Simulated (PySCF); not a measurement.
# Ionisation energy of Be²⁺ by level of theory

Be²⁺ 1s2 (1S) → Be³⁺ 1s1 (2S), as a difference of total energies. Calculation: PySCF 2.14, in cc-pVTZ (4s3p2d1f, 30 functions); the non-relativistic Hamiltonian (point nucleus). Correlated levels: valence: nothing frozen. The calculations carry no spin-orbit coupling.

```tsv
method	ionisation energy (eV)	difference from reference (eV)
UHF	153.25	-0.65
PBE	153.95	+0.05
BP86	154.65	+0.75
MP2 (valence)	153.37	-0.53
SCS-MP2 (valence)	153.39	-0.51
CCSD (valence)	153.37	-0.53
```

Reference: 153.90 eV (theoretical estimate listed by NIST; NIST Atomic Spectra Database, ionization energies).

Errors of the correlated levels include the incompleteness of this basis.

With two correlated electrons CCSD is exact in that space.
